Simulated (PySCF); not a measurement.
C₂H₄BF₂N.
SMILES: `C=NCB(F)F`

Computed, not measured: MP2 and CCSD/aug-cc-pVDZ in PySCF, restricted Hartree–Fock reference, 6 core orbitals frozen, non-relativistic, gas phase, PBE0-D3(BJ)/def2-SVP geometry.

E(HF) = -356.21847 Eh.

Problem. How large is the problem?

Solution. 174 basis functions and 46 electrons; 6 orbitals frozen, which leaves o = 17 correlated occupied and v = 151 virtual orbitals. That is o·v = 2567 singles and o·v(o·v + 1)/2 = 3296028 distinct closed-shell doubles amplitudes before symmetry; the costliest CCSD step grows as o²v⁴ = 1.5 × 10^11.

Problem. What are the MP2 and CCSD correlation energies?

Solution. MP2 -0.9314 Eh and CCSD -0.9663 Eh, which gives totals of -357.14990 and -357.18472 Eh. That is 0.773 eV for each correlated electron at CCSD (2537 kJ/mol in all, 0.271 % of the total energy); MP2 gives 96.4 % of the CCSD value.

Problem. What is the T1 diagnostic?

Solution. 0.0139, below the customary warning level of 0.02. It is the norm of the spatial-orbital singles amplitudes over the root of the number of correlated electrons, so the norm is 0.081.

Problem. How does correlation change the dipole moment?

Solution. HF gives 2.57 D and CCSD (unrelaxed density) 2.20 D, a change of -0.37 D.

No triples correction and no basis-set extrapolation were made.

The job also held the EOM ionisation roots. Time: 11 min. Hardware: an Arm Neoverse V2 with one thread (shared host).

The values belong to the conformer `[CH2:1]=[N:2][CH2:3][B:4]([F:5])[F:6]`: C1–N2–C3–B4 113°, N2–C3–B4–F5 -11°.
